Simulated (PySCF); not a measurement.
Si(Br)2 cation (Br₂Si), SMILES Br[Si]Br (connectivity only; charge and spin as stated), charge +1, multiplicity 2. Atoms are numbered in the order given.

```xyz
3

Si     0.0000     0.0000     0.8554
Br     0.0000     1.8844    -0.1711
Br     0.0000    -1.8844    -0.1711
```
Charge +1, spin multiplicity 2.

Coordinates come from a B3LYP-D3(BJ)/def2-TZVP optimisation. The multiplicity is an assumed one; other spin states were not compared. The isomer is the one that the SMILES or the coordinates give; other isomers of the formula were not compared.

All values below come from TDA-CAM-B3LYP/def2-SVPD run with PySCF.

Vertical excitations. Isolated molecule, no solvent.

Problem. Give excitation energies, oscillator strengths and character. (Estimate from the structure and the level; the computed values follow.)

Solution. 
| state | energy (eV) | λ (nm) | f | main pairs |
|---|---|---|---|---|
| root 1 | 2.58 | 480 | 0.005 | β HOMO→LUMO 97 % |
| root 2 | 2.76 | 449 | 0.000 | β HOMO−1→LUMO 98 % |
| root 3 | 2.99 | 415 | 0.005 | α HOMO→LUMO 89 %, β HOMO−3→LUMO 8 % |
| root 4 | 3.53 | 351 | 0.007 | α HOMO→LUMO 8 %, β HOMO−3→LUMO 90 % |
| root 5 | 3.55 | 350 | 0.012 | β HOMO−2→LUMO 94 % |
| root 6 | 4.39 | 282 | 0.000 | α HOMO−1→LUMO 94 %, β HOMO→LUMO+1 5 % |
| root 7 | 4.39 | 282 | 0.001 | α HOMO−2→LUMO 70 %, β HOMO−1→LUMO+1 19 %, β HOMO−4→LUMO 10 % |
| root 8 | 4.76 | 260 | 0.000 | α HOMO−1→LUMO 5 %, β HOMO→LUMO+1 94 % |
| root 9 | 4.90 | 253 | 0.005 | β HOMO−4→LUMO 63 %, β HOMO−1→LUMO+1 36 % |
| root 10 | 5.03 | 247 | 0.000 | α HOMO−3→LUMO 62 %, β HOMO−3→LUMO+1 34 % |
Unrestricted roots are not spin-pure.
